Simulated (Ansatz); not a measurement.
`F[SiH](S)[O][GeH3]` + HCl → `F[SiH](Cl)[O][GeH3]` + H₂S  (ligand exchange at the Si–S bond)

Program: Ansatz. Geometries: PBE0-D4/def2-TZVP. ΔE: electronic, gas phase. CCSD(T)/CBS adds triple-zeta CCSD(T) − MP2 to the extrapolated MP2 energy (def2 sets, frozen cores). This one scheme is used for every species. DFT in def2-TZVPP. For Ge outer-core shells are correlated without core-valence functions, which leaves a few kJ/mol of doubt a bond. Scalar relativity is left out up to krypton. One conformer a species, not always the lowest.

Question: Is it downhill or uphill in electronic energy at CCSD(T)/CBS, and by how much? (An estimate is asked.)

Answer: Computed: Downhill: ΔE = -50.0 kJ/mol.

Question: What do these levels give: LDA (SPW92), r2SCANh-D4, BHLYP-D4, CCSD/def2-TZVPP, SCS-MP2/def2-QZVPP, HF/CBS(def2)? (Estimate.)

Answer: Computed: LDA (SPW92) -45.1, r2SCANh-D4 -50.2, BHLYP-D4 -53.7, CCSD/def2-TZVPP -50.7, SCS-MP2/def2-QZVPP -52.2, HF/CBS(def2) -59.7 kJ/mol.

Largest T1 diagnostic among the species: 0.012.

In def2-TZVPP, CCSD(T) changes the Hartree–Fock value by +9.7 kJ/mol (the triples alone add +1.4 kJ/mol) and MP2 by +8.6 kJ/mol. Leaving LDA and LC-ωPBE aside and taking each functional with its dispersion term where it has one, the values, not all of them listed here, spread over 9.4 kJ/mol, from BHLYP-D4 to revPBE-D4. From BLYP to BHLYP (50 % exact exchange), in def2-TZVPP and without D4, ΔE moves by −4.4 kJ/mol.
